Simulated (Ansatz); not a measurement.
C2H6BFGe, SMILES `C[CH]1[GeH2][B]1F` at its PBE0-D4/def2-TZVP geometry, where that method's forces vanish. Charge 0, multiplicity 1.

```xyz
11

C     1.0720   -0.9530   -0.6714
C     0.2820   -0.2214    0.3813
Ge   -1.0781    1.5091    0.4415
B    -1.1471   -0.4533    0.7186
F    -2.0120   -1.4054    0.4201
H     0.4200   -1.3962   -1.4262
H     1.7781   -0.2920   -1.1797
H     1.6507   -1.7664   -0.2211
H     0.8905    0.2946    1.1257
H    -0.2589    2.5115    1.2583
H    -1.5972    2.1725   -0.8472
```

(1) What forces (eV/Å) does PBE-D4/def2-TZVPP give on these atoms in Ansatz? (An estimate is asked.)

Answers

(1) The calculation gave: 
```
C1  -0.019  0.031  0.006
C2   0.100 -0.113 -0.005
Ge3 -0.231  0.132  0.080
B4   0.166  0.186  0.201
F5  -0.391 -0.405 -0.136
H6  -0.121 -0.095 -0.154
H7   0.154  0.121 -0.107
H8   0.123 -0.162  0.080
H9   0.140  0.099  0.132
H10  0.118  0.120  0.070
H11 -0.037  0.088 -0.167
```
